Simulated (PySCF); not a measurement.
**Worked example: chemical shift, span and skew from a shielding tensor**

C4H6Ge, SMILES C#C[C](=C)[GeH3]. Atoms are numbered in the order given.

```xyz
11

C     -1.0587    -2.7017     0.0000
C     -0.2646    -1.7810     0.0000
C      0.5984    -0.6473     0.0000
C      1.9422    -0.7497     0.0000
Ge    -0.2831     1.1153     0.0000
H     -1.7473    -3.5251     0.0000
H      2.4410    -1.7244     0.0000
H      2.5808     0.1379     0.0000
H     -1.1667     1.2520    -1.2550
H     -1.1667     1.2520     1.2550
H      0.8154     2.1974     0.0000
```
Charge 0, spin multiplicity 1.

Coordinates come from a B3LYP-D3(BJ)/def2-SVP optimisation. The structure was generated by enumeration, and PubChem lists no compound with its InChIKey, so it may never have been made.

GIAO shieldings from PBE/pcSseg-1 run with PySCF, non-relativistic, no solvent. The symmetric part of the tensor of C4 has the principal values -90.5, 48.1, 143.6 ppm. The same nucleus in TMS has σ = 182.0 ppm at this level (PySCF, at its B3LYP-D3(BJ)/def2-TZVP geometry).

**Question.** Work out the isotropic shielding, the ¹³C shift against TMS, the span and the skew.

**Answer.** 
σ(iso) = (σ11 + σ22 + σ33)/3 = 33.7 ppm. δ = σ(ref) − σ(iso) = 182.0 − (33.7) = 148.3 ppm.
Span Ω = σ33 − σ11 = 234.1 ppm. Skew κ = 3(σ(iso) − σ22)/Ω = -0.18. Tumbling in solution averages the tensor to δ; in a static solid the shielding alone would spread this spin-1/2 line over Ω.
